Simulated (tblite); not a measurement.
All values are computed: GFN2-xTB (tblite) harmonic vibrations without scaling, gas phase. Against measured fundamentals such values can be off by several per cent, at times by over 20. Modes of hydrogen on phosphorus and silicon can be 10 to 20 % off. One conformer each. Thermal functions are those of the rigid rotor and harmonic oscillator, without mixing of conformers.

**Question.** Order these by their ideal-gas entropy at 200 K and 1 bar, highest first (cal/(mol K)).
A. `CN1CCC(C=O)=C1F`
B. `[H]/N=C\C1=CCCCS1(=O)=O`
C. `c12cccc(c2onc1)F`
D. `Cl[C@@H]1C=CO[SiH2]1`
E. `C1[PH2+]C=CC(C)C=1`

**Answer.** B (85.2), A (83.4), E (75.1), C (73.3), D (72.1).

```csv
SMILES,atoms,mass (u),symmetry number,modes under 300 cm⁻¹,ZPE (kcal/mol),S translation (cal/(mol K)),S rotation,S vibration,S,Cp
[H]/N=C\C1=CCCCS1(=O)=O,19,159.04,1,7,90.9,39.1,28.6,17.5,85.2,28.8
CN1CCC(C=O)=C1F,17,129.06,1,7,82.2,38.5,27.8,17.1,83.4,26.2
CC1C=C[PH2+]C=C1,17,113.05,1,4,86.3,38.1,26.7,10.3,75.1,21.8
Fc1cccc2cnoc12,14,137.03,1,4,59.1,38.7,27.9,6.8,73.3,20.3
Cl[C@@H]1C=CO[SiH2]1,11,119.98,1,3,44.2,38.3,26.5,7.2,72.1,18.7
```

Entropies and Cp are for 200 K and 1 bar.
